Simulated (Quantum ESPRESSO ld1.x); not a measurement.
Task: These are the eigenvalues of the occupied orbitals of an atom or ion with whole-number occupations (hartree). All-electron calculation, scalar-relativistic Kohn-Sham, exchange-only LDA, spin-polarised, spherical densities, point nucleus. Program: ld1.x of Quantum ESPRESSO 7.5.

| orbital | eigenvalue |
|---|---|
| 1s up | -17.4318 |
| 1s down | -17.3745 |
| 2s up | -3.23781 |

Which element is it, and in what charge state? The configuration may be excited. Open shells, if any, are filled with parallel spins first.

Result: Z = 7, nitrogen, charge +4: N4+ in [He] 2s1. The list shows which subshells hold electrons but not how many an open one holds; the 1s level, -17.432 hartree, gives Z - s = 5.9 by -(Z - s)^2/2, which with screening and relativity narrows Z to a few neighbours, and the depths of the outer levels then fix element, charge and occupations together.
